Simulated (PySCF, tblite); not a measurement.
Isomers of C2H13NOSi4, one GFN2-xTB conformer each. Single-point energies are computed at PBE0/pcSseg-1 (PySCF, gas phase, no added dispersion term), electronic only.

| SMILES | GFN2-xTB relative energy (kcal/mol) |
| --- | --- |
| O=CC([SiH3])([SiH3])[SiH2]N[SiH3] | 16.9 |
| C[SiH2][Si@H](N[SiH3])[SiH2]C=O | 48.6 |
| C[SiH2][Si@H]([SiH2]N)[SiH2]C=O | 78.1 |
| O=C(C[SiH3])[SiH2]N([SiH3])[SiH3] | 0.0 |
| CC(=O)N[Si@@H]([SiH3])[SiH2][SiH3] | 28.2 |

Conformers: `[O:1]=[CH:2][C:3]([SiH3:4])([SiH3:5])[SiH2:6][NH:7][SiH3:8]` with O1–C2–C3–Si4 126°, C2–C3–Si6–N7 178°, C3–Si6–N7–Si8 178°; `[CH3:1][SiH2:2][Si@H:3]([NH:4][SiH3:5])[SiH2:6][CH:7]=[O:8]` with C1–Si2–Si3–N4 88°, Si2–Si3–N4–Si5 -177°, Si2–Si3–Si6–C7 -45°, Si3–Si6–C7–O8 16°; `[CH3:1][SiH2:2][Si@H:3]([SiH2:4][NH2:5])[SiH2:6][CH:7]=[O:8]` with C1–Si2–Si3–Si4 20°, Si2–Si3–Si4–N5 -167°, Si3–Si4–N5–H -53° and 171°, Si2–Si3–Si6–C7 55°, Si3–Si6–C7–O8 -5°; `[O:1]=[C:2]([CH2:3][SiH3:4])[SiH2:5][N:6]([SiH3:7])[SiH3:8]` with O1–C2–C3–Si4 -83°, O1–C2–Si5–N6 6°, C2–Si5–N6–Si7 -4°; `[CH3:1][C:2](=[O:3])[NH:4][Si@@H:5]([SiH3:6])[SiH2:7][SiH3:8]` with C1–C2–N4–Si5 -177°, C2–N4–Si5–Si6 -12°, N4–Si5–Si7–Si8 19°.

Q: What does PBE0/pcSseg-1 give for the same structures?

A: 
```csv
SMILES,PBE0/pcSseg-1 E (Eh),PBE0/pcSseg-1 (kcal/mol),GFN2-xTB (kcal/mol),point group
CC(=O)N[Si@@H]([SiH3])[SiH2][SiH3],-1371.21372,0.0,28.2,C1
O=C(C[SiH3])[SiH2]N([SiH3])[SiH3],-1371.20831,3.4,0.0,C1
O=CC([SiH3])([SiH3])[SiH2]N[SiH3],-1371.20056,8.3,16.9,C1
C[SiH2][Si@H](N[SiH3])[SiH2]C=O,-1371.19587,11.2,48.6,C1
C[SiH2][Si@H]([SiH2]N)[SiH2]C=O,-1371.19175,13.8,78.1,C1
```

GFN2-xTB puts O=C(C[SiH3])[SiH2]N([SiH3])[SiH3] lowest instead; measured from each level's own lowest isomer, the values differ by up to 64.3 kcal/mol (C[SiH2][Si@H]([SiH2]N)[SiH2]C=O: 78.1 against 13.8). As drawn, the lowest has a C(=O)–N unit, which the highest lacks; the highest has an Si–C bond, which the lowest lacks.

Q: Which frontier levels, dipoles and rotational constants go with these structures?

A: 
| SMILES | HOMO (eV, PBE0/pcSseg-1) | LUMO (eV) | dipole (D) | A, B, C (MHz) |
| --- | --- | --- | --- | --- |
| CC(=O)N[Si@@H]([SiH3])[SiH2][SiH3] | -7.45 | -1.18 | 3.54 | 1206, 643.9, 456.0 |
| O=C(C[SiH3])[SiH2]N([SiH3])[SiH3] | -7.24 | -1.60 | 3.29 | 1896, 521.4, 459.1 |
| O=CC([SiH3])([SiH3])[SiH2]N[SiH3] | -7.68 | -1.31 | 2.48 | 1533, 553.9, 518.3 |
| C[SiH2][Si@H](N[SiH3])[SiH2]C=O | -6.98 | -1.53 | 1.63 | 1197, 656.4, 478.8 |
| C[SiH2][Si@H]([SiH2]N)[SiH2]C=O | -6.98 | -1.40 | 2.26 | 970.5, 792.4, 585.1 |

Q: What happens when harmonic zero-point energies from GFN2-xTB frequencies are added?

A: 
```json
{"SMILES": "CC(=O)N[Si@@H]([SiH3])[SiH2][SiH3]", "ZPE (kcal/mol)": "84.9", "electronic (kcal/mol)": "0.0", "with ZPE (kcal/mol)": "0.0"}
{"SMILES": "O=C(C[SiH3])[SiH2]N([SiH3])[SiH3]", "ZPE (kcal/mol)": "82.5", "electronic (kcal/mol)": "3.4", "with ZPE (kcal/mol)": "1.0"}
{"SMILES": "O=CC([SiH3])([SiH3])[SiH2]N[SiH3]", "ZPE (kcal/mol)": "81.5", "electronic (kcal/mol)": "8.3", "with ZPE (kcal/mol)": "4.8"}
{"SMILES": "C[SiH2][Si@H](N[SiH3])[SiH2]C=O", "ZPE (kcal/mol)": "84.6", "electronic (kcal/mol)": "11.2", "with ZPE (kcal/mol)": "10.8"}
{"SMILES": "C[SiH2][Si@H]([SiH2]N)[SiH2]C=O", "ZPE (kcal/mol)": "85.9", "electronic (kcal/mol)": "13.8", "with ZPE (kcal/mol)": "14.8"}
```

The zero-point energies span 4.4 kcal/mol. The order is unchanged.

Q: As an exercise, what shares would exp(−E/RT) give at 500 K from these electronic energies alone (no entropy, no degeneracies)?

A: RT = 0.994 kcal/mol: CC(=O)N[Si@@H]([SiH3])[SiH2][SiH3] 96.8 %, O=C(C[SiH3])[SiH2]N([SiH3])[SiH3] 3.2 %, O=CC([SiH3])([SiH3])[SiH2]N[SiH3] under 0.1 %, C[SiH2][Si@H](N[SiH3])[SiH2]C=O under 0.1 %, C[SiH2][Si@H]([SiH2]N)[SiH2]C=O under 0.1 %.
